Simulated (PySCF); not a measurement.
C2H7BO2, SMILES OB(CC)O.

Coordinates come from a PBE0-D3(BJ)/def2-SVP optimisation. The values are those of a single conformer.

Two levels are set side by side: PBE/def2-TZVP (PySCF) and r2SCAN/def2-TZVP (PySCF). Same geometry, gas phase. Differences are taken from unrounded values.

```tsv
quantity	r2SCAN	PBE	PBE minus r2SCAN
orbital gap (eV)	8.09	7.04	-1.05
highest occupied level (eV)	-7.48	-7.18	0.30
lowest empty level (eV)	0.61	-0.14	-0.75
dipole moment (D)	1.46	1.43	-0.03
mean polarisability (bohr³)	46.3	47.7	1.4
```

Rough cost on one machine, each run with all the roots and properties that it gave: r2SCAN against PBE about 4 times.
